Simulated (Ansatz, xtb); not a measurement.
A geometry optimisation of H2PSSe with r2SCAN-D4/def2-SVP

The starting geometry of this gas-phase doublet was built from a drawn formula by distance geometry and a force field; its bonds are those of `[PH2]1S[Se]1`.

```
atom    x (Å)    y (Å)    z (Å)
   P  -1.8213  -1.1517  -0.3933
   S  -3.7820  -0.3733  -0.5150
  Se  -2.5961  -0.5391  -2.4830
   H  -1.7563  -2.4882  -0.2192
   H  -0.8908  -0.1844   0.1245
```

**Question.** Predict what becomes of its bonds when it is optimised with r2SCAN-D4/def2-SVP.

**Answer.** A bond breaks, leaving `PS[Se]`. Contacts that open: P1–Se3 (2.31 → 3.41 Å).

The energy falls by 2.09 eV over 25 steps:

```
step  E − E(last) (eV)
   1             2.086
   4             0.972
   6             0.533
   9             0.013
  12             0.012
  14             0.012
  17             0.012
  20             0.005
  22             0.002
  25             0.000
```

Final geometry (Å):

```xyz
5

P    -1.2253   -1.1310   -0.4899
S    -3.1162   -0.1008   -0.8832
Se   -3.5482   -0.5468   -2.9227
H    -1.8207   -2.3504   -0.0320
H    -1.1363   -0.6077    0.8416
```

From the same start GFN2-xTB ends elsewhere, at `[S][PH2+][Se-]`.

The end wasn't checked by frequencies. Open shells are spin-unrestricted. Run with Ansatz 0.2.0, 2.5 min on 1 thread of Intel(R) Xeon(R) 6975P-C (Granite Rapids), on a shared host.
